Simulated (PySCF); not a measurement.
## C3H8NSi: g tensor and hyperfine couplings

C3H8NSi (doublet state).
Structure used (GFN2-xTB), in Å, numbered top down from 1:
```
atom  x, y, z in Å
C1     2.4851    0.7710    0.0452
C2     1.5033   -0.2758    0.4409
N3     0.2385   -0.1167    0.1732
Si4   -1.1919   -0.9038    0.3651
C5    -2.6724    0.0420   -0.3182
H6     3.0493    1.1165    0.9135
H7     1.9663    1.6137   -0.4025
H8     3.2051    0.3738   -0.6738
H9     1.8944   -1.1545    0.9481
H10   -1.5379   -2.1762    0.9917
H11   -3.3662   -0.6307   -0.8152
H12   -2.3570    0.7922   -1.0354
H13   -3.2209    0.5490    0.4711
```

The hyperfine couplings belong to this conformer and change with its torsions.

As a line formula: `C/C=N/[SiH]C` [radical].

Level of theory: UKS B3LYP, pcH-1 on C H N Si, non-relativistic, mean-field spin-orbit, GIAO (PySCF 2.14.0). Isolated species at its GFN2-xTB geometry (one conformer only). Couplings are sensitive to structure, and on GFN2-xTB geometries they can be far from those on DFT ones, by a factor of two or more for some ions and for spin on atoms past the first row. No stability test was run, so a lower SCF solution isn't excluded.

| Property | Result |
| --- | --- |
| g1, g2, g3 | 2.00213, 2.00234, 2.00451 |
| g_iso | 2.00299 |
| Form of g | close to axial: the two nearest values differ by 9 % of g3 − g1 |
| ⟨S²⟩ | 0.7672 (exact 0.7500) |
| HOMO–LUMO gap, α and β orbitals | 4.08, 4.80 eV |
| Basis functions | 215 |

Isotropic coupling and dipolar principal values T1 to T3, in MHz:

```
atom  isotope   a_iso  of which spin–orbit      T1     T2    T3  Mulliken spin population
  C1      13C   -16.5                  0.0    -1.1    0.5   0.6                     -0.04
  C2      13C    45.6                 -0.1   -39.9  -37.9  77.8                      0.45
  N3      14N    -9.7                  0.0   -10.1    3.7   6.5                     -0.17
 Si4     29Si  -131.5                  1.0  -154.3   76.0  78.2                      0.80
  C5      13C   -14.0                  0.0    -2.4   -0.5   2.9                     -0.05
  H6       1H    46.6                  0.0    -2.5   -2.0   4.5                      0.02
  H7       1H     1.7                  0.0    -2.1   -1.8   3.8                      0.00
  H8       1H    53.9                  0.0    -2.5   -1.9   4.4                      0.02
  H9       1H   -30.5                  0.0   -15.7   -1.4  17.2                     -0.02
 H10       1H   -39.6                  0.0    -9.9    3.7   6.2                     -0.04
 H11       1H    23.4                  0.0    -2.0   -1.9   3.9                      0.01
 H12       1H     7.0                  0.0    -2.1   -1.3   3.4                      0.00
 H13       1H    55.4                  0.0    -2.7   -1.2   3.9                      0.01
```

The Mulliken spin populations are largest on Si4 (+0.80), C2 (+0.45) and N3 (-0.17). The positive populations add up to 1.31 and the negative ones to -0.31, together 2S = 1. The angles at Si4 add up to 360.0°, so it is planar; its axial dipolar tensor and the negative coupling of its proton fit spin in a p orbital normal to that plane.

Axes: g2 points within 4° of the C2–H9 bond and g3 points within 7° of the N3–Si4 bond.

Under fast tumbling the dipolar parts average out, and these isotropic splittings remain: 1 × 1H (H10, I = 1/2, 2 lines) with 1.41 mT, 3 × 1H (H6/H7/H8, I = 1/2, 4 lines) with 1.22 mT, 1 × 1H (H9, I = 1/2, 2 lines) with 1.09 mT, 3 × 1H (H11/H12/H13, I = 1/2, 4 lines) with 1.02 mT and 1 × 14N (N3, I = 1, 3 lines) with 0.34 mT.

Means are taken over nuclei equivalent by connectivity, which assumes that they swap fast. The three 1H nuclei of mean +34.1 MHz run from 1.7 to 53.9 MHz in the frozen geometry. The three 1H nuclei of mean +28.6 MHz run from 7.0 to 55.4 MHz in the frozen geometry.

The 13C coupling of C2 (45.6 MHz) shows only in satellite lines or after enrichment, since that isotope makes up about 1.07 % of natural carbon.

The 29Si coupling of Si4 (-131.5 MHz) shows only in satellite lines or after enrichment, since that isotope makes up about 4.7 % of natural silicon.

Examples of negative spin density at the nucleus (bohr⁻³): N3 (-0.0299), C1 (-0.0147) and C5 (-0.0125).
